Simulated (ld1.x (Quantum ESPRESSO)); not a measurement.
**What the settings do to the ultrasoft potential of caesium (Cs)**

Base potential:

* Element: caesium
* Generator: ld1.x (Quantum ESPRESSO) 7.5
* Type: ultrasoft
* Functional: PBEsol
* Relativity: scalar-relativistic
* Frozen core: [Kr] 4d10
* Valence charge: 9
* Reference configuration: 5s2 5p6 5d0 6s0 6p1
* Partial waves: 5s (bound): rcut 2.65, rcutus 2.90 bohr; 6s (bound, empty): rcut 2.65, rcutus 2.90 bohr; 5p (bound): rcut 3.30, rcutus 3.75 bohr; 6p (bound): rcut 3.30, rcutus 3.75 bohr; 5d (bound, empty): rcut 3.65, rcutus 4.35 bohr; 5d channel at 0.25 Ry: rcut 3.65, rcutus 4.35 bohr
* Local potential: all-electron potential smoothed inside 2.25 bohr (lloc = -2)
* Core correction: a·sin(br)/r model core inside 2.90 bohr
* Augmentation charge: PSQ, inside the norm-conserving radii

All-electron outer shells of the reference configuration (PBEsol, scalar-relativistic, ld1.x):

```json
{"shell": "4p", "level (eV)": "-161.92", "outermost node (bohr)": "0.36", "outermost maximum (bohr)": "0.67"}
{"shell": "4d", "level (eV)": "-75.50", "outermost node (bohr)": "0.33", "outermost maximum (bohr)": "0.72"}
{"shell": "5s", "level (eV)": "-28.08", "outermost node (bohr)": "0.82", "outermost maximum (bohr)": "1.54"}
{"shell": "5p", "level (eV)": "-14.80", "outermost node (bohr)": "0.89", "outermost maximum (bohr)": "1.79"}
{"shell": "6s", "level (eV)": "-2.65", "outermost node (bohr)": "2.10", "outermost maximum (bohr)": "4.62"}
{"shell": "6p", "level (eV)": "-1.28", "outermost node (bohr)": "2.58", "outermost maximum (bohr)": "6.89"}
{"shell": "5d", "level (eV)": "-1.08", "outermost node (bohr)": "1.05", "outermost maximum (bohr)": "2.98"}
```

Cutoffs, loose and tight: the cutoffs (Ry, on a coarse ladder) from which the occupation-weighted sum of valence levels, in a spherical-Bessel basis at the reference potential, stays within 10 and 1 mRy of its value at 400 Ry. They do not see the model core or the augmentation charge, which bear on the density cutoff. Test errors are all-electron minus pseudo excitation energies from the reference, over the configurations 5s2 5p6 5d0 6s1 6p0; 5s2 5p6 5d0 6s0 6p0; 5s2 5p6 5d0 6s0.5 6p0; 5s2 5p6 5d0.5 6s0.5 6p0; 5s2 5p5 5d0 6s1 6p0; 5s2 5p6 5d1 6s0 6p0; 5s1 5p6 5d0 6s1 6p0. A dash means not determined; rows that change the core or the reference have their own tests. The largest error is taken over the tests solved by every variant that gives reliable tests at all: 5s2 5p6 5d0 6s0.5 6p0; 5s2 5p6 5d0 6s1 6p0; 5s2 5p6 5d0.5 6s0.5 6p0.

A true bound ghost makes a file unfit for plane-wave use even where its test errors are small: the radial tests pick states by their node count and pass the ghost by.

Cutoffs are not given where the Bessel-basis levels miss the radial ones by over 6 mRy, ghosts where they miss by over 20 mRy; a channel whose overlap is not positive is not tested.

A file whose overlap is not positive is unfit for use, and its test errors describe a broken file.

| change | outcome | bound ghosts | largest test error (meV) |
| --- | --- | --- | --- |
| base | generated, overlap not positive | not determined (overlap not positive) | -15 |
| local potential all-electron potential smoothed inside 2.16 bohr (lloc = -2) | generated, overlap not positive | d (p not tested, overlap not positive) | -15 |
| core correction a·sin(br)/r model core inside 1.64 bohr | generated, overlap not positive | not determined (overlap not positive) | -20 |
| waves 5s (bound): rcut 2.65, rcutus 3.74 bohr; 6s (bound): rcut 2.65, rcutus 3.74 bohr | generated, overlap not positive | not determined (overlap not positive) | test run stopped at test 1 of 7 (negative rho) |
| waves 5p (bound): rcut 3.30, rcutus 4.08 bohr; 6p (bound): rcut 3.30, rcutus 4.08 bohr | generated, overlap not positive | not determined (overlap not positive) | -360 |
| local potential all-electron potential smoothed inside 2.30 bohr (lloc = -1) | generated, overlap not positive | d (p not tested, overlap not positive) | test run stopped at test 1 of 7 (negative rho) |
| wave 5d channel at 0.25 Ry: rcut 3.65, rcutus 4.35 bohr becomes 5d channel at -0.17 Ry: rcut 3.65, rcutus 4.35 bohr | generated, overlap not positive | not determined (overlap not positive) | -16 |

Question: What comes out with this change to the base: augmentation PSQ, radius 2.30 bohr?

Answer: outcome: failed: chargeps: negative rho. Cause: the spherical valence density built from the smooth waves and the augmentation charge turned negative at some radius.
